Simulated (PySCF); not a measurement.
**How the method moves the HOMO and LUMO of `CC(C)BP`**

Species: C3H10BP.
Geometry (PBE0-D3(BJ)/def2-SVP, Å), atoms numbered from 1 in this order:
```xyz
15
C3H10BP angstrom
C     -1.6074   -0.3810   -0.7008
C     -0.3457   -0.3652    0.1613
C     -0.4651    0.6632    1.2991
B      0.9433    0.0419   -0.6422
P      2.5596   -0.9119   -0.5463
H     -2.4971   -0.6400   -0.1022
H     -1.7872    0.6066   -1.1557
H     -1.5358   -1.1134   -1.5198
H     -0.2167   -1.3599    0.6246
H     -1.3496    0.4479    1.9217
H      0.4159    0.6576    1.9600
H     -0.5819    1.6860    0.9047
H      0.8924    0.9606   -1.4329
H      3.5442    0.1109   -0.5565
H      2.6295   -1.2905    0.8221
```

Basis pcSseg-1 throughout (PySCF), one geometry. Geometry: PBE0-D3(BJ)/def2-SVP, one conformer, isolated molecule.

Task: How do the orbital energies, the gap and the dipole change with the method?

Result: 
```tsv
method	kind	HOMO (eV)	LUMO (eV)	gap (eV)	μ (D)	SCF cycles
BLYP	GGA	-6.04	-2.04	4.00	0.99	14
B97-D	GGA	-6.15	-2.03	4.11	1.06	14
OPBE	GGA	-6.18	-2.08	4.10	1.17	14
PBE	GGA	-6.21	-2.23	3.99	1.08	13
KT3	GGA	-6.24	-2.15	4.09	1.02	14
KT2	GGA	-6.26	-2.26	4.00	1.05	14
BP86	GGA	-6.31	-2.30	4.01	1.09	13
LDA	LDA	-6.33	-2.45	3.88	1.12	14
B3LYP	global hybrid	-7.07	-1.48	5.58	1.04	12
HF	Hartree–Fock	-9.71	2.27	11.98	1.22	10
```

The HOMO spans 3.67 eV, from BLYP down to HF, and the gap runs from 3.88 eV (LDA) to 11.98 eV (HF). Over the methods BLYP (0 %), B97-D (0 %), OPBE (0 %), PBE (0 %), KT3 (0 %), KT2 (0 %), BP86 (0 %), LDA (0 %), B3LYP (20 %), HF (100 %), a straight line through the gap against the share of exact exchange rises by 0.79 eV for each 10 % (correlation coefficient 1.000). The dipole ranges from 0.99 D (BLYP) to 1.22 D (HF). This basis has no diffuse functions.
